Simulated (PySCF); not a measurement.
A structure optimised at ωB97X-D3(BJ)/def2-TZVP, used in a PySCF frequency run:

```xyz
3

Se     0.0000     0.0000     0.3999
F      0.0000     1.2902    -0.7553
F      0.0000    -1.2902    -0.7553
```
Charge 0, spin multiplicity 1.

Question: Write its SMILES, formula and point group.

Answer: F[Se]F, F2Se, C2v

Question: What are its rotational constants (standard atomic weights)?

Answer: 14.763, 7.9897, 5.1841 GHz
